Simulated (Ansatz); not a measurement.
As₂Se₃⁻. Total charge -1; doublet. Geometry PBE-D4/def2-SVPD, basis def2-TZVPD, Ansatz.

Cartesian coordinates in Å:
```
As 1.019 0.666 -1.344
As -0.243 -0.699 0.264
Se 0.726 2.800 -0.700
Se -0.101 -2.902 -0.214
Se -1.401 0.135 1.994
```

```tsv
run	HOMO (eV)	LUMO (eV)
A	-1.99	-0.06
B	-1.36	-0.61
C	-2.19	-0.06
D	-1.10	-0.61
```

Another isomer (doublet) lies 0.46 eV lower at PBE0-D4/def2-TZVPD; other spin states weren't run for this one.

HOMO and LUMO are taken over both spins.

Problem. The runs used PBE, PBE0, r2SCAN, r2SCAN0. Estimate which is which.

Solution. A PBE0 (25 % exact exchange); B r2SCAN (0 % exact exchange); C r2SCAN0 (25 % exact exchange); D PBE (0 % exact exchange). Exact exchange lowers occupied and raises empty levels; among semilocal functionals meta-GGAs tend to open the gap a little, and such runs are hard to tell apart. The gap grows from 0.49 eV (PBE) to 2.13 eV (r2SCAN0).
